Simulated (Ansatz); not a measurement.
From O to Te: the HOMO–LUMO gap

One atom is swapped for its congeners: C3H5O `C=CC[O]`; C3H5Se `C=CC[Se]`; C3H5Te `C=CC[Te]`. The S member is missing. All are doublets with charge 0.

Shapes, held fixed at every level: PBE0-D4/def2-TZVP. Flexible molecules stand in one conformer, not always the lowest. Programs: Ansatz 0.2.0. Values in eV.

```tsv
level	C3H5O	C3H5Se	C3H5Te
PBE-D4/def2-TZVPP	0.81	0.30	0.25
B3LYP-D4/def2-TZVPP	3.44	1.93	1.65
BHLYP-D4/def2-TZVPP	7.13	4.60	4.00
PBE0-D4/def2-TZVPP	4.21	2.55	2.22
r2SCAN0-D4/def2-TZVPP	4.95	2.96	2.58
wB97X-V/def2-TZVPP	8.93	6.97	6.41
wB97M-V/def2-TZVPP	8.80	6.77	6.23
```

At wB97M-V/def2-TZVPP the HOMO–LUMO gap falls at every step, from 8.80 to 6.23 eV. Every level shows the same order. Open shells run unrestricted unless RO is named. For atoms past krypton def2 sets carry core potentials with scalar relativity. Relativity is left out for Se unless named. Orbital gaps aren't excitation energies, and the LUMO depends on the basis.
